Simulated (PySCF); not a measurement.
Isomers of H8OSeSi3, mass 187.905 u with the commonest isotopes. The calculation used PBE0-D3(BJ)/def2-SVP geometry optimisation, gas phase in PySCF. One conformer each, none proved a minimum here; rigid rotors.

Task: Order these by rotational constant A, largest first.
A. `[OH:1][Si@H:2]([SiH3:3])[Se:4][SiH3:5]` with H–O1–Si2–Si3 172°, O1–Si2–Se4–Si5 -129°
B. `[SiH3:1][O:2][SiH2:3][Se:4][SiH3:5]` with Si1–O2–Si3–Se4 -51°, O2–Si3–Se4–Si5 -51°
C. `[SiH3:1][O:2][Si@@H:3]([SiH3:4])[SeH:5]` with Si1–O2–Si3–Si4 -147°, O2–Si3–Se5–H -71°

Result: A (2237 MHz), B (2168 MHz), C (1309 MHz).

Task: Order these by out-of-plane moment Σ m c² = (Ia + Ib − Ic)/2, largest first.
A. `[SiH3:1][O:2][SiH2:3][Se:4][SiH3:5]` with Si1–O2–Si3–Se4 -51°, O2–Si3–Se4–Si5 -51°
B. `[OH:1][Si@H:2]([SiH3:3])[Se:4][SiH3:5]` with H–O1–Si2–Si3 172°, O1–Si2–Se4–Si5 -129°
C. `[SiH3:1][O:2][Si@@H:3]([SiH3:4])[SeH:5]` with Si1–O2–Si3–Si4 -147°, O2–Si3–Se5–H -71°

Result: B (94.64 u·Å²), A (61.61 u·Å²), C (28.51 u·Å²).

Task: Order these by radius of gyration √(Σ m r²/M), smallest first.
A. `[SiH3:1][O:2][Si@@H:3]([SiH3:4])[SeH:5]` with Si1–O2–Si3–Si4 -147°, O2–Si3–Se5–H -71°
B. `[OH:1][Si@H:2]([SiH3:3])[Se:4][SiH3:5]` with H–O1–Si2–Si3 172°, O1–Si2–Se4–Si5 -129°
C. `[SiH3:1][O:2][SiH2:3][Se:4][SiH3:5]` with Si1–O2–Si3–Se4 -51°, O2–Si3–Se4–Si5 -51°

Result: C (1.949 Å), B (1.981 Å), A (2.074 Å).

| SMILES | point group | Ia (u·Å²) | Ib (u·Å²) | Ic (u·Å²) | κ | μa (D) | μb (D) | μc (D) |
| --- | --- | --- | --- | --- | --- | --- | --- | --- |
| [SiH3]O[SiH2][Se][SiH3] | C1 | 233.13 | 541.88 | 651.80 | -0.77 | 0.63 | 0.40 | 0.16 |
| O[Si@H]([SiH3])[Se][SiH3] | C1 | 225.90 | 605.80 | 642.41 | -0.93 | 0.65 | 0.36 | 1.28 |
| [SiH3]O[Si@@H]([SiH3])[SeH] | C1 | 386.07 | 450.53 | 779.57 | 0.43 | 0.24 | 0.29 | 0.37 |
